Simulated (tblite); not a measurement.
Species: C4H11FS2Si2.
Structure used (GFN2-xTB), in Å, numbered top down from 1:
```xyz
20
C4H11FS2Si2 angstrom
C     -0.0870    1.0130   -1.7169
C     -0.3597    0.3529   -0.3791
Si    -2.0486    1.0322    0.3612
S      0.8986    0.8915    0.8714
Si     2.7632    0.2630    0.0027
C     -0.4229   -1.1003   -0.4528
S     -0.4050   -1.9244   -1.8654
C     -0.5368   -1.8963    0.8164
F     -1.4332   -1.3324    1.6928
H     -0.9316    0.8639   -2.3882
H      0.7955    0.5770   -2.1877
H      0.0733    2.0802   -1.5831
H     -2.2022    2.3268   -0.3044
H     -1.9317    1.1843    1.7988
H     -3.0964    0.1121   -0.0693
H      3.1467    1.1918   -1.0529
H      3.6546    0.3103    1.1474
H      2.5731   -1.0860   -0.5148
H      0.4298   -1.9384    1.3350
H     -0.8851   -2.9108    0.6017
```

Method: GFN2-xTB as coded in tblite; computed harmonic values from a numerical Hessian at the method's own geometry, unscaled. This tight-binding method is rough: wavenumbers can miss measured ones by several per cent, in bad cases by 10 to 20. Modes of hydrogen on silicon can be 10 to 20 % off. One conformer, not necessarily the lowest.

Harmonic wavenumbers (cm⁻¹): 33.2, 48.3, 58.9, 111.1, 121.1, 132.1, 173.4, 184.0, 220.6, 264.0, 275.9, 283.3, 302.7, 348.3, 390.2, 493.3, 500.2, 535.3, 551.2, 561.0, 587.4, 613.9, 686.5, 742.8, 753.1, 771.7, 784.0, 790.1, 792.2, 814.3, 921.9, 1020.9, 1056.4, 1068.2, 1097.3, 1161.3, 1196.4, 1259.7, 1312.5, 1407.8, 1420.9, 1483.3, 1489.2, 2273.7, 2311.0, 2311.8, 2320.1, 2372.2, 2393.9, 2913.7, 2968.4, 2989.0, 3013.8, 3034.6.

A = 930.2, B = 736.8, C = 621.6 MHz; mass 197.982 u (most abundant isotopes); point group C1, symmetry number 1.

Problem. What is the zero-point energy?

Solution. Half the sum of the wavenumbers: 28861 cm⁻¹ = 345.26 kJ/mol.

Problem. Entropy at 273.15 K, 1 bar (ideal gas, RRHO, classical rotation)?

Solution. Translation 172.99, rotation 128.62, vibration 175.26: S = 476.9 J/(mol K).

Problem. And Cp and H(273.15 K) − H(0)?

Solution. Cp = 203.92 J/(mol K), of which vibrations give 170.66 (their classical limit is 54 R = 449.0); H(273.15 K) − H(0) = 33.80 kJ/mol without the zero-point energy, 24.71 from vibrations.

Problem. What must be added to the electronic energy to get the Gibbs energy at 273.15 K and 1 bar?

Solution. ZPE + [H(273.15 K) − H(0)] − T·S = 345.26 + 33.80 − 130.26 = 248.80 kJ/mol.

Problem. Which modes carry the vibrational entropy at 273.15 K?

Solution. 33.2 cm⁻¹: 22.82; 48.3 cm⁻¹: 19.72; 58.9 cm⁻¹: 18.08; 111.1 cm⁻¹: 12.89; 121.1 cm⁻¹: 12.19; 132.1 cm⁻¹: 11.50 J/(mol K); the other 48 give 78.07 together.

Hindered rotation and anharmonicity are outside this model. Other conformers, if any are populated, would add a mixing term that is left out. The structure is chiral; the term R ln 2 for an equal mix with its mirror image is left out.
